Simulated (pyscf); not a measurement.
## `[NH][Si]([SiH3])([SiH3])[SiH3]`, doublet

Gas-phase minimum from PySCF at ωB97X-D3(BJ)/def2-SVP, one conformer. •HN–Si(SiH₃)(SiH₃)–SiH₃ lies 36.9 kcal/mol over its isomer H₃Si–NH–Si•(SiH₃)–SiH₃ (electronic energy, ωB97M-D3(BJ)/def2-TZVP). 

```xyz
15

N     -1.8064    -0.2338    -2.4325
Si    -0.6259     0.4837    -1.3333
Si    -0.5123     2.7850    -1.6781
Si     1.5025    -0.4874    -1.3916
Si    -1.4635     0.1061     0.8217
H     -1.6760    -1.2515    -2.5210
H      0.0091     3.0969    -3.0412
H     -1.8602     3.4017    -1.5099
H      0.4186     3.3677    -0.6647
H      2.1581    -0.2837    -2.7173
H      1.3947    -1.9550    -1.1314
H      2.3531     0.1313    -0.3313
H     -2.7971     0.7510     0.9898
H     -1.5886    -1.3605     1.0706
H     -0.5066     0.6869     1.8105
```
Charge 0, spin multiplicity 2.

Bond lengths (Å): N1–Si2 1.765, N1–H6 1.030, Si2–Si3 2.330, Si2–Si4 2.340, Si2–Si5 2.343, Si3–H7 1.492, Si3–H8 1.492, Si3–H9 1.494, Si4–H10 1.493, Si4–H11 1.494, Si4–H12 1.494, Si5–H13 1.491, Si5–H14 1.493, Si5–H15 1.494. Angles (°): Si2–N1–H6 111.8, N1–Si2–Si3 110.0, N1–Si2–Si4 115.1, N1–Si2–Si5 105.6, Si3–Si2–Si4 111.2, Si3–Si2–Si5 108.2, Si4–Si2–Si5 106.3, Si2–Si3–H7 111.0, Si2–Si3–H8 110.3, Si2–Si3–H9 108.4, H7–Si3–H8 109.4, H7–Si3–H9 108.7, H8–Si3–H9 109.0, Si2–Si4–H10 111.4 (the first ones only).

Properties at ωB97X-D3(BJ)/def2-SVP:

| Quantity | Result |
|---|---|
| Harmonic wavenumbers, unscaled | 68, 82, 83, 93, 97, 103, 115, 148, 232, 348, 438, 443, 464, 509, 527, 556, 571, 576, 754, 840, 871, 882, 913, 944, 949, 950, 951, 953, 956, 2234, 2238, 2242, 2245, 2248, 2249, 2251, 2256, 2261, 3490 cm⁻¹ |
| Zero-point energy | 55.9 kcal/mol |
| Rotational symmetry number | 1 |
| Entropy of this conformer at 298 K and 1 atm, rigid rotor and harmonic oscillator, modes under 100 cm⁻¹ raised to 100 | 450.4 J/(mol K) |
| Dipole moment | 1.24 D |
| Spin expectation value S2 | 0.756 |

Single-point totals, which compare only within one level:

```csv
level,total energy (hartree)
ωB97X-D3(BJ)/def2-TZVP,-1218.87575
PBE/def2-TZVP,-1218.05205
r²SCAN/def2-TZVP,-1218.59709
B3LYP-D3(BJ)/def2-TZVP,-1218.85668
PBE0-D3(BJ)/def2-TZVP,-1218.19137
M06-2X/def2-TZVP,-1218.60079
ωB97M-D3(BJ)/def2-TZVP,-1218.90645
```

Soft torsions are taken as harmonic, which can shift the entropy by several J/(mol K).
